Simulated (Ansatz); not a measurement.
The same redistribution along the group B, Al, Ga.

Calculated with Ansatz (gas phase, PBE0-D4/def2-TZVP geometries, no zero-point term in ΔE). CCSD(T)/CBS adds triple-zeta CCSD(T) − MP2 to the extrapolated MP2 energy (def2 sets, frozen cores). This one scheme is used for every species. Functionals use def2-TZVPP. For Ga outer-core shells are correlated without core-valence functions, which leaves a few kJ/mol of doubt a bond. Scalar relativity is left out up to krypton. One conformer a species, not always the lowest.

```tsv
reaction	PBE0-D4 (eV)	CCSD(T)/CBS(def2) (eV)
`NB[SiH2]O` + `O[SiH2][SiH2]F` → `O[SiH2][SiH2][SiH2]F` + `NBO`	-0.79	-0.68
`[NH2][AlH][SiH2]O` + `O[SiH2][SiH2]F` → `O[SiH2][SiH2][SiH2]F` + `[NH2][AlH][OH]`	-0.75	-0.77
`[NH2][GaH][SiH2]O` + `O[SiH2][SiH2]F` → `O[SiH2][SiH2][SiH2]F` + `[NH2][GaH][OH]`	0.20	0.23
```

Largest T1 diagnostic: 0.014, for `[NH2][GaH][SiH2]O`.
